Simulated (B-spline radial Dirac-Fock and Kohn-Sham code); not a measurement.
**Two-hole binding energies of Os⁴⁺**

System: Os⁴⁺, configuration 1s2 2s2 2p6 3s2 3p6 3d10 4s2 4p6 4d10 4f14 5s2 5p6 5d4, inside a Watson sphere of charge -4 and radius 2.7 Å (a model of the Madelung potential; inside it an electron's potential energy is raised by 21.3 eV).

Input file task.json (cfg lists n, l and occupation; rrms is the nuclear radius in fm):

```json
{"items": [{
  "Z": 76,
  "q": 4,
  "cfg": [[1, 0, 2], [2, 0, 2], [2, 1, 6], [3, 0, 2], [3, 1, 6], [3, 2, 10], [4, 0, 2], [4, 1, 6], [4, 2, 10], [4, 3, 14], [5, 0, 2], [5, 1, 6], [5, 2, 4]],
  "A": 192,
  "rrms": 5.4126,
  "watson": [-4, 2.7],
  "do": ["binding", "quiet", "double"]
}]}
```

Launch: `python xray_run.py task.json out`

Method: multi-electron Dirac-Fock with separately optimised hole states, Breit and Lamb-shift corrections added in first order. Computed with a radial B-spline solver. U is the two-hole binding energy less the two single-hole energies, the effective repulsion of the holes after relaxation. Each two-hole energy is an average over J within one jj subconfiguration.

```
          holes  E(a) (eV)  E(b) (eV)  E(ab) (eV)  U (eV)
           1s⁻²    73906.5    73906.5    149266.4  1453.3
   1s⁻¹ 2p3/2⁻¹    73906.5    10911.6     85167.7   349.6
   1s⁻¹ 3d3/2⁻¹    73906.5     2071.2     76083.6   105.9
   2s⁻¹ 2p3/2⁻¹    13013.9    10911.6           ?       ?
   2s⁻¹ 3p1/2⁻¹    13013.9     2836.0     15948.1    98.3
   2s⁻¹ 3d3/2⁻¹    13013.9     2071.2     15187.2   102.1
2p1/2⁻¹ 3d5/2⁻¹    12425.5     2000.2     14527.4   101.7
2p3/2⁻¹ 3d5/2⁻¹    10911.6     2000.2     13009.3    97.5
3p1/2⁻¹ 3p3/2⁻¹     2836.0     2501.9      5402.7    64.9
4d3/2⁻¹ 4d5/2⁻¹      333.6      319.1       683.6    30.9
        4f5/2⁻²      89.36      89.36       207.3    28.6
        5p1/2⁻²      92.94      92.94       205.2    19.3
5p1/2⁻¹ 5p3/2⁻¹      92.94      80.22       190.7    17.6
        5p3/2⁻²      80.22      80.22       177.9    17.5
```

Question: Give the missing two-hole energy and U.

Answer: E(ab) = 24130.2 eV and U = 204.7 eV.
